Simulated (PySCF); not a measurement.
Isomers of C4H13FN2Si2, one GFN2-xTB conformer each. Single-point energies are computed at PBE0/pcSseg-1 (PySCF, gas phase, no added dispersion term), electronic only.

```tsv
SMILES	GFN2-xTB relative energy (kcal/mol)
C[C@]1([SiH2]CF)CN[SiH2]N1	25.3
C[C@@H]1N[SiH2]N(C)[SiH2][C@@H]1F	0.0
C[C@@H]1N[SiH2]N(C)[SiH2][C@H]1F	0.1
C[Si]1([C@@H](F)[SiH3])NCCN1	36.6
F[C@@H]1CN([SiH3])C[C@H]1N[SiH3]	4.5
C=CN(CC)[Si@@](N)(F)[SiH3]	2.7
```

Conformers: `[CH3:1][C@:2]1([SiH2:3][CH2:4][F:5])[CH2:6][NH:7][SiH2:8][NH:9]1` with C1–C2–Si3–C4 76°, C2–Si3–C4–F5 -46°, C1–C2–C6–N7 -81°, C2–C6–N7–Si8 -31°, C6–N7–Si8–N9 12°, N7–Si8–N9–C2 12°; `[CH3:1][C@@H:2]1[NH:3][SiH2:4][N:5]([CH3:6])[SiH2:7][C@@H:8]1[F:9]` with C1–C2–N3–Si4 167°, C2–N3–Si4–N5 28°, N3–Si4–N5–C6 -176°, Si4–N5–Si7–C8 -18°; `[CH3:1][C@@H:2]1[NH:3][SiH2:4][N:5]([CH3:6])[SiH2:7][C@H:8]1[F:9]` with C1–C2–N3–Si4 168°, C2–N3–Si4–N5 31°, N3–Si4–N5–C6 -179°, Si4–N5–Si7–C8 -7°; `[CH3:1][Si:2]1([C@@H:3]([F:4])[SiH3:5])[NH:6][CH2:7][CH2:8][NH:9]1` with C1–Si2–C3–F4 49°, C1–Si2–N6–C7 102°, Si2–N6–C7–C8 32°, N6–C7–C8–N9 -39°, C7–C8–N9–Si2 30°; `[F:1][C@@H:2]1[CH2:3][N:4]([SiH3:5])[CH2:6][C@H:7]1[NH:8][SiH3:9]` with C6–C7–N8–Si9 -158°, F1–C2–C3–N4 -102°, C2–C3–N4–Si5 162°, C3–N4–C6–C7 40°, N4–C6–C7–N8 -152°; `[CH2:1]=[CH:2][N:3]([CH2:4][CH3:5])[Si@@:6]([NH2:7])([F:8])[SiH3:9]` with C1–C2–N3–C4 3°, C2–N3–C4–C5 -84°, C2–N3–Si6–N7 54°, N3–Si6–N7–H 40° and -171°.

Q: What does PBE0/pcSseg-1 give for the same structures?

A: 
```json
{"SMILES": "C=CN(CC)[Si@@](N)(F)[SiH3]", "PBE0/pcSseg-1 E (Eh)": "-947.95505", "PBE0/pcSseg-1 (kcal/mol)": "0.0", "GFN2-xTB (kcal/mol)": "2.7", "point group": "C1"}
{"SMILES": "C[C@@H]1N[SiH2]N(C)[SiH2][C@H]1F", "PBE0/pcSseg-1 E (Eh)": "-947.91543", "PBE0/pcSseg-1 (kcal/mol)": "24.9", "GFN2-xTB (kcal/mol)": "0.1", "point group": "C1"}
{"SMILES": "C[C@@H]1N[SiH2]N(C)[SiH2][C@@H]1F", "PBE0/pcSseg-1 E (Eh)": "-947.91534", "PBE0/pcSseg-1 (kcal/mol)": "24.9", "GFN2-xTB (kcal/mol)": "0.0", "point group": "C1"}
{"SMILES": "C[Si]1([C@@H](F)[SiH3])NCCN1", "PBE0/pcSseg-1 E (Eh)": "-947.89979", "PBE0/pcSseg-1 (kcal/mol)": "34.7", "GFN2-xTB (kcal/mol)": "36.6", "point group": "C1"}
{"SMILES": "C[C@]1([SiH2]CF)CN[SiH2]N1", "PBE0/pcSseg-1 E (Eh)": "-947.87750", "PBE0/pcSseg-1 (kcal/mol)": "48.7", "GFN2-xTB (kcal/mol)": "25.3", "point group": "C1"}
{"SMILES": "F[C@@H]1CN([SiH3])C[C@H]1N[SiH3]", "PBE0/pcSseg-1 E (Eh)": "-947.86532", "PBE0/pcSseg-1 (kcal/mol)": "56.3", "GFN2-xTB (kcal/mol)": "4.5", "point group": "C1"}
```

GFN2-xTB puts C[C@@H]1N[SiH2]N(C)[SiH2][C@@H]1F lowest instead; measured from each level's own lowest isomer, the values differ by up to 51.8 kcal/mol (F[C@@H]1CN([SiH3])C[C@H]1N[SiH3]: 4.5 against 56.3). As drawn, the lowest has an Si–F bond, an Si–Si bond and a C=C bond outside aromatic rings, which the highest lacks. Neighbours under 2.5 kcal/mol apart (C[C@@H]1N[SiH2]N(C)[SiH2][C@H]1F and C[C@@H]1N[SiH2]N(C)[SiH2][C@@H]1F) can change places with a better method, another conformer or zero-point energy. C[C@@H]1N[SiH2]N(C)[SiH2][C@H]1F and C[C@@H]1N[SiH2]N(C)[SiH2][C@@H]1F are stereoisomers, 0.0 kcal/mol apart in the conformers taken.

Q: Which frontier levels, dipoles and rotational constants go with these structures?

A: 
```tsv
SMILES	HOMO (eV, PBE0/pcSseg-1)	LUMO (eV)	dipole (D)	A, B, C (MHz)
C=CN(CC)[Si@@](N)(F)[SiH3]	-5.97	0.13	1.28	1526, 798.4, 682.8
C[C@@H]1N[SiH2]N(C)[SiH2][C@H]1F	-6.87	0.58	1.74	1705, 970.7, 653.3
C[C@@H]1N[SiH2]N(C)[SiH2][C@@H]1F	-6.85	0.60	1.10	1757, 966.0, 722.7
C[Si]1([C@@H](F)[SiH3])NCCN1	-6.58	0.75	2.12	1473, 944.7, 711.9
C[C@]1([SiH2]CF)CN[SiH2]N1	-6.50	0.56	1.44	2049, 730.7, 668.5
F[C@@H]1CN([SiH3])C[C@H]1N[SiH3]	-6.48	0.53	1.93	2443, 566.6, 492.0
```
